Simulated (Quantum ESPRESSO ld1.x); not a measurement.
Q: Si II, 13 electrons, occupied as [Ne] 3s2 3p1 (the NIST ground configuration). All-electron calculation, non-relativistic Kohn-Sham, LDA (Slater exchange, Perdew-Wang correlation), spin-polarised, spherical densities, point nucleus; open shells are filled with parallel spins first. Program: ld1.x of Quantum ESPRESSO 7.5. Some entries of the table are withheld. Estimate them.

| orbital | occ. | eigenvalue (Ry) | <r^2> (bohr^2) |
|---|---|---|---|
| 1s up | 1 | -131.080 | 0.01688 |
| 1s down | 1 | -131.073 | 0.01688 |
| 2s up | 1 | -10.8487 | (1) |
| 2s down | 1 | -10.8392 | (2) |
| 2p up | 3 | -7.73091 | 0.3669 |
| 2p down | 3 | -7.71895 | 0.3661 |
| 3s up | 1 | -1.42983 | 4.868 |
| 3s down | 1 | -1.36023 | 4.918 |
| 3p up | 1 | -0.89179 | 6.930 |
| 3p down | 0 | -0.82659 | 7.176 |

A: 
(1) 2s up <r^2> (bohr^2): 0.3918
(2) 2s down <r^2> (bohr^2): 0.3913
